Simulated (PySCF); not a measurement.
# One molecule, several mistakes: B2CGeH7 cation

Calculated results; nothing here was measured. They come from PySCF 2.14.0, an open-source quantum chemistry program, on an isolated molecule that a program drew, which may never have been made. The molecule is B2CGeH7 cation (charge +1, singlet), drawn as the SMILES string `[BH+]C[BH][GeH3]`.

Each row is a Hartree-Fock (HF) and frozen-core CCSD(T) single point in the cc-pVDZ basis, meant for a local HF minimum. Run 1 is clean. Each other run has one planted mistake out of seven kinds, and not every kind appears here: one electron removed, one electron added, multiplicity raised by two, geometry at a saddle point, minimal basis STO-3G, one bond length entered in bohr, all coordinates scaled. The reference is restricted for singlets and unrestricted otherwise, and also for a bond in bohr. Adding or removing an electron swaps singlet and doublet. Electrons count all cores. HOMO and LUMO are orbital energies over both spins, the gradient is its largest component, and the lowest frequency (negative if imaginary) is given only where the gradient is small. Bond lengths are over the 10 bonds as drawn. T1 is the CCSD diagnostic: over 0.02 (restricted) or 0.045 (unrestricted) a single reference is doubtful. Germanium has the cc-pVDZ-PP basis, with a core potential (ECP10MDF) in place of its 10 inner electrons, and its 3s, 3p and 3d shells are frozen in CCSD(T).

Geometry of the clean run:
```xyz
11
B2CGeH7 cation, angstrom
B     0.1264   -1.9254    0.6072
C    -0.9916   -1.0208    0.3594
B    -0.4923    0.3544    1.1210
Ge   -1.8378    1.8946    1.6187
H     1.0841   -2.5623    0.8450
H    -1.9981   -1.3620    0.6029
H    -0.9592   -0.7289   -0.7077
H     0.6834    0.4552    1.3471
H    -1.3684    3.1527    0.8971
H    -3.2445    1.4942    1.1815
H    -1.7597    2.0650    3.1329
```

| run | electrons | basis functions | <S^2> | HOMO (eV) | LUMO (eV) | gradient (hartree/bohr) | lowest frequency (cm^-1) | mean bond (Å) | longest bond (Å) | T1 | HF (hartree) | CCSD(T) (hartree) | mistake |
|---|---|---|---|---|---|---|---|---|---|---|---|---|---|
| 1 | 54 | 100 | 0.000 | -15.25 | -4.40 | 4.0e-05 | 29 | 1.4363 | 2.105 | 0.0158 | -384.36314 | -384.81258 | no fault |
| 2 | 54 | 100 | 0.000 | -15.88 | -4.19 | 9.7e-02 | - | 1.2970 | 1.901 | 0.0144 | -384.25724 | -384.69790 | all coordinates scaled |
| 3 | 54 | 100 | 0.709 | -15.25 | -6.22 | 2.2e-02 | - | 1.5348 | 2.105 | 0.0595 | -384.24236 | -384.68833 | one bond length entered in bohr |
| 4 | 55 | 100 | 0.765 | -6.67 | 1.66 | 3.8e-02 | - | 1.4363 | 2.105 | 0.0151 | -384.56530 | -385.02730 | one electron added |
| 5 | 54 | 100 | 2.016 | -12.17 | -6.14 | 5.3e-02 | - | 1.4363 | 2.105 | 0.0244 | -384.24906 | -384.68827 | ? |

**Which mistake was planted in run 5, and what did it cost?**

Electrons, basis and geometry are unchanged, and <S^2> is 2.016, beside S(S+1) = 2.00 for a multiplicity of 3. So the mistake is: multiplicity raised by two. Subtracting run 1 and multiplying by 627.51 kcal/mol a hartree, the energy moved by 71.6 kcal/mol in HF and 78.0 kcal/mol in CCSD(T).

Cautions from the logs. Run 3: T1 is over the limit, so its CCSD(T) energy is less reliable.
